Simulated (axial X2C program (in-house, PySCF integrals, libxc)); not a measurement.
## Testing model relations on CdB⁺

A bond curve at the PBE0 level, with spin–orbit coupling, was computed with an in-house relativistic program for diatomic molecules (basis Cd dyall-cv3z [12s12p8d5f3g], B dyall-v3z [7s6p2d1f] (cores contracted in-house)) for the state Ω = 0 (closed shell). Its fit gives Re = 2.5081 Å, ωe = 304.9 cm⁻¹, ωexe = 1.91 cm⁻¹ and αe = 2.514e-03 cm⁻¹; the masses are 113.9034 and 11.0093 u. Two-component means X2C with spin–orbit coupling and atomic mean-field Coulomb and Gaunt terms.

(1) Find the reduced mass, Be and the force constant.

(2) Where do the fundamental and the first overtone lie?

(3) A Morse curve ties αe to the other constants (Pekeris). How well does that hold?

(4) Estimate De from a Morse curve and compare with the computed well depth of 2.076 eV to Cd + B+.

(5) Give B0, the J = 1←0 line in GHz and the most populated J at 300 K (kT = 208.5 cm⁻¹).

Occupations by symmetry block were frozen at the best pattern of an incomplete PBE0 search. De is counted from the lowest determinant-based energies of the atoms at the same level, without counterpoise correction.

Results:

(1) From the PBE0 values: μ = 10.0390 u. Be = 16.8576/(μ Re²) = 0.2669 cm⁻¹. k = 5.8918×10⁻⁷ μ ωe² = 0.55 mdyn/Å.

(2) ν(1←0) = ωe − 2ωexe = 301.1 cm⁻¹; ν(2←0) = 2ωe − 6ωexe = 598.3 cm⁻¹.

(3) αe(Morse) = 6Be²/ωe × (√(ωexe/Be) − 1) = 2.349e-03 cm⁻¹; the PBE0 curve gives 2.514e-03 cm⁻¹, a ratio of 0.93.

(4) De(Morse) = ωe²/(4ωexe) = 1.509 eV against 2.076 eV computed, a ratio of 0.73. The extrapolation falls short: long-range attraction (ionic or ion–induced dipole) or a change of character along the curve can cause this.

(5) B0 = Be − αe/2 = 0.2657 cm⁻¹; 2B0 = 15.93 GHz; J(max) ≈ √(kT/2B0) − 1/2 = 19.3, so J = 19.
